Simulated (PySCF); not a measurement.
# Working with the constants of BI

PBE0 constants of BI, ¹Σ⁺ (singlet), closed shell (basis B cc-pVTZ, I cc-pVTZ-PP with ECP28; scalar-relativistic core potentials; PySCF 2.14; masses 11.0093 and 126.9045 u):

- ωe: 581.1 cm⁻¹
- ωexe: 2.59 cm⁻¹
- Be: 0.3638 cm⁻¹
- αe: 0.00262 cm⁻¹
- D (centrifugal): 5.7e-07 cm⁻¹
- De to B + I: 3.74 eV

Problem. Estimate the standard entropy (1 bar) and heat capacity of the ideal gas at 1000 K, rigid rotor with B0 and harmonic oscillator at the fundamental.

Solution. Translation (Sackur–Tetrode, M = 137.91 u): 195.5 J/(mol K). Rotation: q = kT/(σB0) = 1920 with σ = 1, 71.2. Vibration: x = hcν0/kT = 0.829, 10.11. S° = 276.7 J/(mol K); Cp = 7R/2 + 7.85 = 37.0 J/(mol K).

These are scalar-relativistic numbers at best; spin–orbit coupling would shift them, the dissociation energy most.
